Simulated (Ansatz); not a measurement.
Geometry optimisation, RKS LDA/def2-SVP (Ansatz 0.2.0).

input.yaml

```yaml
crystal:
  periodic: [false, false, false]
  atoms:
    - { symbol: B, position_ang: [0.0, 0.0, 0.0] }
    - { symbol: H, position_ang: [0.0, 0.0, 1.54] }
    - { symbol: "N", position_ang: [1.3423, 0.0, -0.775] }
    - { symbol: H, position_ang: [1.8089, -0.9179, -1.0268] }
    - { symbol: H, position_ang: [1.7937, 0.9179, -1.0532] }
    - { symbol: "N", position_ang: [-1.3423, 0.0, -0.775] }
    - { symbol: H, position_ang: [-2.0112, -0.8164, -0.6764] }
    - { symbol: H, position_ang: [-1.5914, 0.8164, -1.4036] }
    - { symbol: P, position_ang: [-0.2764, 2.079, 0.6969] }
    - { symbol: H, position_ang: [-1.5961, 2.5082, 0.396] }
    - { symbol: H, position_ang: [-0.0678, 2.1402, 2.1001] }
    - { symbol: H, position_ang: [-0.1152, 0.8664, 1.6712] }
basis:
  gaussian: { orbitals: def2-SVP }
hamiltonian:
  xc: lda
relax:
  f_tol: 0.15
  max_steps: 25
  restrain:
    - { distance: [0, 8], at: 1.91, k: 30.0 }
    - { distance: [11, 1], at: 0.66, k: 30.0 }
    - { distance: [0, 1], at: 2.39, k: 30.0 }
    - { distance: [11, 8], at: 2.62, k: 30.0 }
```

Run as:

```bash
$ ansatz run input.yaml --threads 2 --pin off --max-ram 3072MiB --backend cpu --events-out ev --progress --plain --runs-dir out
```

Where does it end, and by what steps?

The run converged. The restraints hold the end off the free minimum. After 12 steps the energy has fallen by 4.652 eV (the restraints' own energy left out); H8 moved furthest, 1.06 Å. Parted: P9–H12 (1.56 → 2.63 Å).

```tsv
step	energy less start (eV)	largest force component (eV/Å)	accepted
0	0.0000	3.767	yes
1	-0.9371	3.921	yes
2	-1.8578	4.878	yes
3	-2.7275	3.283	yes
4	-3.5480	2.270	yes
5	-3.9323	2.183	yes
6	-4.2212	2.119	yes
7	-4.4000	1.906	yes
8	-4.5200	1.888	yes
9	-4.6186	2.073	yes
10	-4.6424	2.063	yes
11	-4.6418	2.062	yes
12	-4.6522	2.075	yes
```

```xyz
12
Properties=species:S:1:pos:R:3
B -0.095 0.670 -0.447
H -0.209 -0.163 1.798
N 1.188 0.109 -0.614
H 1.344 -0.834 -0.974
H 2.048 0.624 -0.426
N -1.269 -0.001 -0.845
H -1.267 -0.915 -1.303
H -2.203 0.366 -0.660
P -0.221 2.498 0.127
H -1.493 2.367 0.804
H 0.514 2.332 1.361
H -0.392 0.540 1.873
```

The run took 16 s on 2 threads of Arm Neoverse V2 (shared host), peak memory 0.13 GiB.
